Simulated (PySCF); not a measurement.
These 3 structures share the formula C3H14Si3. Method: PBE0-D3(BJ)/def2-SVP geometry optimisation, gas phase (PySCF 2.14.0). Energies are electronic, without zero-point or thermal terms, for one conformer each. No frequencies were run at this level. Point groups hold within 0.08 Å.

Question: Order them by energy at this level, lowest first, and give relative energies in kJ/mol.
A. `CCC([SiH3])([SiH3])[SiH3]`
B. `[SiH3:1][CH2:2][CH:3]([SiH3:4])[CH2:5][SiH3:6]` with Si1–C2–C3–Si4 -175°, C2–C3–C5–Si6 60°
C. `[CH3:1][CH2:2][CH2:3][SiH:4]([SiH3:5])[SiH3:6]` with C1–C2–C3–Si4 59°, C2–C3–Si4–Si5 -77°

Answer: C (0.0), A (25.6), B (55.5).

As drawn, the lowest has an Si–Si bond, which the highest lacks.

| SMILES | E (Eh) | E rel (kJ/mol) | dipole (D) | point group | A, B, C (MHz) |
| --- | --- | --- | --- | --- | --- |
| CCC[SiH]([SiH3])[SiH3] | -990.35692 | 0.0 | 1.29 | C1 | 1508, 1388, 959.2 |
| CCC([SiH3])([SiH3])[SiH3] | -990.34719 | 25.6 | 1.03 | Cs | 1691, 1429, 1306 |
| [SiH3]CC([SiH3])C[SiH3] | -990.33579 | 55.5 | 0.65 | C1 | 1756, 1228, 815.6 |
